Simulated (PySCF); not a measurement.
A PySCF script (with the pyscf-properties extension) for the NMR shieldings of `O=C[SiH2][Si@H]([SiH3])[SiH2]C[SiH3]`, C2H14OSi5, on a GFN2-xTB geometry:

```python
import basis_set_exchange as bse
import numpy as np
from pyscf import gto, dft
from pyscf.prop import nmr

atoms = """
O    -1.901799    1.238991    1.745586
C    -2.701249    1.809557    1.038134
Si   -2.845046    1.310659   -0.803408
Si   -1.144364   -0.274124   -0.788802
Si   -1.735874   -2.132279    0.494208
Si    0.925671    0.661304   -0.233254
C     2.286328   -0.653681   -0.460801
Si    4.050713   -0.102834   -0.026773
H    -3.332005    2.605864    1.480837
H    -2.756747    2.578682   -1.541007
H    -4.256045    0.924468   -0.953710
H    -1.064351   -0.744004   -2.201805
H    -1.481843   -1.930964    1.918871
H    -0.985692   -3.331151    0.101455
H    -3.153704   -2.484932    0.353086
H     1.266256    1.812002   -1.089814
H     0.982436    1.145372    1.147601
H     2.030917   -1.526058    0.143352
H     2.269343   -0.994646   -1.496786
H     4.115123    0.290851    1.381346
H     4.985065   -1.210697   -0.253951
H     4.436457    1.027006   -0.875122
"""
names = dict.fromkeys(["O", "C", "Si", "H"], "pcSseg-1")
basis = {el: gto.basis.parse(bse.get_basis(n, elements=[el], fmt="nwchem")) for el, n in names.items()}
mol = gto.M(atom=atoms, basis=basis, charge=0, verbose=0)
mf = dft.RKS(mol, xc="PBE0")
mf.grids.level = 2
mf.grids.alignment = dft.numint.BLKSIZE   # the property module wants whole blocks of grid points
mf.conv_tol = 1e-9
mf.kernel()

calc = nmr.RKS(mf)   # GIAO
C = mf.mo_coeff
Co = C[:, mf.mo_occ > 0]
resp = mf.gen_response(singlet=True, hermi=2)
def vind(x):   # induced exchange potential for any number of trial vectors
    d = np.einsum("pi,xij,qj->xpq", C, 2 * x.reshape(-1, C.shape[1], Co.shape[1]), Co, optimize=True)
    return np.einsum("xpq,pi,qj->xij", resp(d - d.transpose(0, 2, 1)), C, Co, optimize=True).ravel()
mo1, _ = nmr.rhf.solve_mo1(calc, with_cphf=vind)
sigma = calc.kernel(mo1)
for i, s in enumerate(sigma):   # ppm
    print("%2d %-2s %9.2f" % (i, mol.atom_pure_symbol(i), np.trace(s) / 3))
```

**Question.** What are the results?

**Answer.** 
```
 0 O    -603.53
 1 C     -68.36
 2 Si    408.93
 3 Si    491.28
 4 Si    458.06
 5 Si    409.94
 6 C     199.00
 7 Si    419.96
 8 H      19.27
 9 H      27.12
10 H      27.20
11 H      28.69
12 H      27.93
13 H      27.98
14 H      28.20
15 H      27.62
16 H      27.45
17 H      31.81
18 H      31.94
19 H      27.75
20 H      27.50
21 H      27.81
```

These numbers come from an equivalent density-fitted implementation of the same equations, which agrees with the script to about 0.01 ppm for H and up to a few tenths of a ppm for heavy atoms, so last digits may differ.

**Question.** Turn these shieldings into chemical shifts. Referencing at the same level of theory: $^{17}$O (σ = 336.08 ppm) against H2O; $^{13}$C (σ = 186.93 ppm), $^{29}$Si (σ = 349.16 ppm), $^{1}$H (σ = 31.72 ppm) vs TMS.

**Answer.** Averaging equivalent atoms: O 0: 939.6; C 1: 255.3; C 6: -12.1; Si 2: -59.8; Si 5: -60.8; Si 7: -70.8; Si 4: -108.9; Si 3: -142.1; H 8: 12.45; H 9: 4.59; H 10: 4.51; H 16: 4.27; H 15: 4.09; H 19/20/21: 4.03; H 12/13/14: 3.68; H 11: 3.03; H 17: -0.09; H 18: -0.22 ppm. Unscaled 17O shifts of doubly bonded oxygen tend to come out too high, by tens of ppm or more. Experimental scales use liquid or dissolved standards, which lie at an offset from isolated H2O (liquid H2O: subtract about 36 ppm).

Size and cost of the density-fitted run: 241 basis functions, 54 s wall time on 1 thread of an Intel Xeon, shared host; peak memory 1.1 GiB.
